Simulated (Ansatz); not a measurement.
Species: sum formula BN2H4, net charge 0, doublet state. It need not be the lowest isomer of its formula. SMILES: [B](N)N
Geometry from a B3LYP-D3(BJ)/def2-TZVP (Ansatz, a quantum-chemistry and plane-wave program) optimisation:
```xyz
7

B     -0.0215     0.3561     0.3835
N     -1.2511    -0.0723    -0.1289
N      1.2587    -0.0530    -0.0060
H     -1.3500    -0.7545    -0.8693
H     -2.1288     0.2757     0.2110
H      2.0935     0.3083     0.4179
H      1.4400    -0.7330    -0.7326
```
Charge 0, spin multiplicity 2.

Wanted: atomisation energy (electronic, to ground-state atoms), in eV. Correlated levels leave the core frozen unless marked. UHF or UKS for open shells. Spin-orbit coupling is left out. Non-relativistic. The coupled-cluster limit lacks core correlation, which all-electron functionals hold. CBS marks a two-point X^-3 extrapolation of the correlation energy; Hartree-Fock from the larger set (for Q and 5 zeta extrapolated as (X+1)exp(-9√X)). The bracket is a focal-point correction in the basis named.

```
level                                                     program  atomisation energy (eV)
-------------------------------------------------  --------------  -----------------------
PBE0/def2-SVP                                              Ansatz                    26.02
HSE06/def2-TZVPD                                           Ansatz                    25.97
CAM-B3LYP-D3(BJ)/def2-TZVPD                        Ansatz + dftd3                    26.21
B2PLYP-D3(BJ)/def2-TZVPD                           Ansatz + dftd3                    25.68
B2PLYP-D4/def2-TZVPD                               Ansatz + dftd4                    25.67
SCS-MP2/aug-cc-pVDZ                                        Ansatz                    23.95
CCSD/6-31G                                                 Ansatz                    21.00
CCSD(T)/aug-cc-pVQZ                                        Ansatz                    25.39
RI-MP2/CBS(cc-pVTZ,cc-pVQZ)+[CCSD(T)-MP2]/cc-pVQZ          Ansatz                    25.64
CCSD(T)/CBS(cc-pVQZ,cc-pV5Z)                               Ansatz                    25.63
```
